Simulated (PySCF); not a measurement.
Species: C₈H₇F.
Cartesian coordinates in Å at the GFN2-xTB level; atoms count from 1:
```
atom  x, y, z in Å
C1     2.733    0.745   -0.341
C2     1.878   -0.269   -0.301
C3     0.439   -0.188   -0.080
C4    -0.311   -1.367   -0.072
C5    -1.678   -1.348    0.131
C6    -2.340   -0.149    0.331
C7    -1.592    1.016    0.322
F8    -2.222    2.196    0.516
C9    -0.228    1.021    0.122
H10    2.432    1.769   -0.208
H11    3.784    0.584   -0.512
H12    2.250   -1.276   -0.443
H13    0.192   -2.310   -0.227
H14   -2.235   -2.273    0.134
H15   -3.405   -0.105    0.492
H16    0.296    1.962    0.125
```

Method used: TDDFT B3LYP/def2-SVPD, vertical, gas phase, core orbitals frozen in the response in PySCF.

Frontier orbitals with the atoms that hold most of them (Löwdin shares over 4%, at most four atoms; ? is withheld):

```csv
orbital,ε (eV),atoms
HOMO-3,-9.77,"C2 12%, F8 12%, C3 11%, C7 9%"
HOMO-2,-8.67,"C2 23%, C1 16%, C6 16%, C5 12%"
HOMO-1,-7.22,?
HOMO,?,?
LUMO,-1.56,"C1 19%, C2 14%, C3 13%, C6 13%"
LUMO+1,-0.50,"C4 21%, C7 19%, C5 17%, C9 13%"
LUMO+2,0.57,"C4 12%, C2 12%, H13 11%, C5 10%"
```

**Question.** Give the leading atoms of the HOMO.

**Answer.** C1 (bonded to C and 2 H) 21%; C6 (bonded to 2 C and H) 16%; C2 (bonded to 2 C and H) 14%; C3 (bonded to 3 C) 13%.

**Question.** Which atoms hold the HOMO-1, and with what shares?

**Answer.** C9 (bonded to 2 C and H) 24%; C7 (bonded to 2 C and F) 17%; C5 (bonded to 2 C and H) 17%; C4 (bonded to 2 C and H) 16%.

**Question.** What is the HOMO energy, and the HOMO–LUMO gap?

**Answer.** ε(HOMO) = -6.64 eV; the gap is 5.08 eV (0.1867 hartree).

**Question.** How does S1 compare with the orbital gap of 5.08 eV?

**Answer.** S1 is at 4.72 eV (f = 0.132), 0.36 eV below the gap, made of HOMO→LUMO (46%), HOMO-1→LUMO (30%), HOMO→LUMO+1 (20%). Without the coupling terms of the response equations the lowest excitation would equal the gap.

Next come S2 at 5.02 eV (f 0.231), HOMO→LUMO (47%), HOMO-1→LUMO (44%); S3 at 5.85 eV (f 0.185), HOMO→LUMO+1 (67%), HOMO-1→LUMO (21%); S4 at 6.37 eV (f 0.0056), HOMO→LUMO+2 (98%); S5 at 6.42 eV (f 0.150), HOMO-2→LUMO (61%), HOMO-1→LUMO+1 (20%), HOMO→LUMO+3 (14%).

Löwdin shares depend on the basis, the more so with diffuse functions.

One conformer stands for the species.
